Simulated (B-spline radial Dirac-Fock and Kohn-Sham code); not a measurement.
Relativistic shifts of the levels of Dy³⁷⁺

System: Dy³⁷⁺, [Ar] 3d10 4s1.

Both columns are ΔSCF binding energies of the configuration average from a B-spline atomic structure program: non-relativistic Hartree-Fock with a point nucleus, and Dirac-Fock with a finite nucleus and the Coulomb interaction alone, averaged over the two j levels with weights 2j+1.

```
shell  Hartree-Fock (eV)  Dirac-Fock (eV)  shift (eV)  shift (%)
   1s            52226.2          55665.9    +3439.69      +6.59
   2s             9776.6          10682.0     +905.46      +9.26
   2p             9379.6           9682.0     +302.41      +3.22
   3p             3156.9           3248.3      +91.44      +2.90
   3d             2838.6           2836.0       -2.64      -0.09
   4s             1612.1           1692.0      +79.86      +4.95
```

Relativity binds 1s, 2s, 2p, 3p, 4s more strongly, among those listed most of all 2s in relative terms, and 3d more weakly, because the contracted s and p shells screen the nucleus better.

Values without a named source are computed, but for edge energies of neutral atoms, which are taken from tables.
